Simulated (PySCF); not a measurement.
# Dipole response of S⁻ (sulfur, charge -1)

[Ne] 3s2 3p5, 2P determinant. Computed with PySCF 2.14 in dyall-av3z, with the non-relativistic Hamiltonian (point nucleus). Coupled (time-dependent) response in atomic units; α is the mean over directions.

| method | mean α (bohr³) | α xx, yy, zz | C₆ (like pair) | S(−4) |
| --- | --- | --- | --- | --- |
| UHF | 40.52 | 31.65, 44.95, 44.95 | 397.9 | 606.8 |
| BHandHLYP | 43.30 | 33.54, 48.18, 48.18 | 430.0 | 752.0 |

S(−4) is the Cauchy moment in α(ω) = α(0) + S(−4) ω² + …

α(iu) at UHF:

| u (hartree) | α(iu) (bohr³) |
| --- | --- |
| 0 | 40.52 |
| 0.0500 | 39.10 |
| 0.100 | 35.69 |
| 0.200 | 27.89 |
| 0.300 | 21.49 |
| 0.500 | 13.11 |
| 0.750 | 7.718 |
| 1.00 | 4.985 |
| 1.50 | 2.530 |
| 2.00 | 1.519 |
| 3.00 | 0.7262 |
| 5.00 | 0.2852 |

For an ion, C₆ is the dispersion term alone; charge-induced terms of lower order in 1/R come first.

The components differ because the open shell of this determinant is not spherical; for a pure term their mean is the scalar polarisability.
